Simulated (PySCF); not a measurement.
Cartesian coordinates (Å):
```xyz
19

Mo     0.1646    -0.0354     0.2277
N      1.2493     0.1924     1.8953
H      1.9451    -0.4866     2.2229
H      0.9713     0.8243     2.6525
N      1.8729    -0.9436    -0.2890
H      1.9562    -1.5261    -1.1279
H      2.7978    -0.6579     0.0506
N     -0.9368     1.5169     0.8489
H     -0.6705     2.4985     0.7150
H     -1.6552     1.4290     1.5742
N      0.5821     1.3293    -1.1771
H      1.3463     1.2137    -1.8498
H     -0.0828     2.0414    -1.4985
N     -0.7253    -1.1016    -1.2149
H     -1.0363    -2.0725    -1.1008
H     -0.6530    -0.8560    -2.2071
N     -1.0563    -1.2046     1.3012
H     -1.9705    -1.5330     0.9712
H     -0.9819    -1.2942     2.3192
```
Charge 0, multiplicity 1.

Q: What is the computed total energy, dipole moment and LUMO (PySCF with TPSSh-D3(BJ)/def2-TZVP // BP86-D3(BJ)/def2-SVP)?

A: 
```json
{
 "total_energy": "-404.1921 Ha",
 "dipole_moment": "0.002 e·Å",
 "LUMO": "-2.18 eV"
}
```
